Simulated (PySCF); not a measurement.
Predicted microwave data (PBE0/pcSseg-1 in PySCF (dipole) on a GFN2-xTB geometry, gas phase) for one isomer of C6H13PS:

```
Rotational constants : A = 1822, B = 1230, C = 1031 MHz
Dipole components    : |μa| = 4.56 D, |μb| = 0.22 D, |μc| = 2.11 D
Inertial defect      : -197.95 u·Å²
κ                    : -0.50
```

Question: Which structure is it? (One computed conformer of each.)
A. `[CH3:1][C@@H:2]1[CH2:3][CH2:4][CH2:5][P@@:6]1([CH3:7])=[S:8]` with C1–C2–C3–C4 -167°, C2–C3–C4–C5 51°, C3–C4–C5–P6 -34°, C4–C5–P6–C7 117°
B. `[CH3:1][CH:2]([CH3:3])[P@@H:4](=[S:5])[CH:6]1[CH2:7][CH2:8]1` with C1–C2–P4–S5 59°, C2–P4–C6–C7 -144°
C. `[CH3:1][CH2:2][P:3]1[CH2:4][CH2:5][S:6][CH2:7][CH2:8]1` with C1–C2–P3–C4 -176°, C2–P3–C4–C5 164°, P3–C4–C5–S6 -72°, C4–C5–S6–C7 62°, C5–S6–C7–C8 -62°
D. `[CH3:1][CH2:2][P@:3]1(=[S:4])[CH2:5][C@H:6]([CH3:7])[CH2:8]1` with C1–C2–P3–S4 -55°
E. `[CH2:1]=[CH:2][CH2:3][P@@H:4](=[S:5])[CH2:6][CH2:7][CH3:8]` with C1–C2–C3–P4 111°, C2–C3–P4–S5 178°, C3–P4–C6–C7 -173°, P4–C6–C7–C8 -62°

Answer: A. It is C[C@@H]1CCC[P@@]1(C)=S, an asymmetric top, point group C1. The candidates at the same level (rigid rotor, commonest isotopes):

| SMILES | A (MHz) | B (MHz) | C (MHz) | μa (D) | μb (D) | μc (D) | Δ (u·Å²) | point group | rotor |
| --- | --- | --- | --- | --- | --- | --- | --- | --- | --- |
| CC(C)[P@@H](=S)C1CC1 | 1824 | 1200 | 809.2 | 1.07 | 4.35 | 0.53 | -73.70 | C1 | asymmetric top |
| C=CC[P@@H](=S)CCC | 1724 | 969.2 | 691.7 | 2.85 | 3.37 | 0.46 | -84.07 | C1 | asymmetric top |
| CC[P@]1(=S)C[C@H](C)C1 | 2028 | 1084 | 840.0 | 3.97 | 2.56 | 0.36 | -113.90 | C1 | asymmetric top |
| C[C@@H]1CCC[P@@]1(C)=S | 1822 | 1230 | 1031 | 4.56 | 0.22 | 2.11 | -197.95 | C1 | asymmetric top |
| CCP1CCSCC1 | 2989 | 871.2 | 745.3 | 1.46 | 0.18 | 0.34 | -71.12 | C1 | asymmetric top |

`CCP1CCSCC1` has A 64 % too high; `CC(C)[P@@H](=S)C1CC1` has C 22 % too low; `C=CC[P@@H](=S)CCC` has C 33 % too low; `CC[P@]1(=S)C[C@H](C)C1` has C 19 % too low. No structure here is proved a minimum.
